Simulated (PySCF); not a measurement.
Gas-phase reaction: SnF₃ + SnH₄ = 2 SnH₂ + 3 F

Energies from PySCF, thermal terms from the rigid-rotor harmonic-oscillator model, ideal gas at 1 bar. † marks an energy on the PBE0/def2-TZVP geometry and frequencies; other levels use their own. Open shells (unrestricted): SnF₃ (multiplicity 2), F (multiplicity 2, electronic degeneracy 6); the rest are closed-shell singlets. Spin-orbit splitting is ignored; it lowers the true energy and changes the entropy of F. B3LYP is the form with VWN-RPA correlation. Sn: scalar-relativistic def2 core potential, no spin-orbit coupling. SnF₃, SnH₂: computed as isolated molecules; such fragments, hydroxides, amides, oligomers or adducts are transient or little studied in the gas. The harmonic model lacks anharmonicity and excited electronic states, which grow with temperature; levels with a mode under 35 cm⁻¹ are left out.

```tsv
level	ΔE electronic, kJ	ΔH°(298 K), kJ	ΔS°(298 K), J/K	ΔG°(2000 K), kJ
B3LYP/def2-TZVP†	1234	1214	396	421
BLYP/def2-TZVP†	1268	1248	396	455
PBE/def2-SVP	1300	1281	392	498
PBE0/def2-QZVP†	1264	1244	396	451
ωB97X-V/def2-TZVP†	1287	1267	396	474
```
ΔH° is lowest at B3LYP/def2-TZVP† and highest at PBE/def2-SVP. No reference value is set beside these.
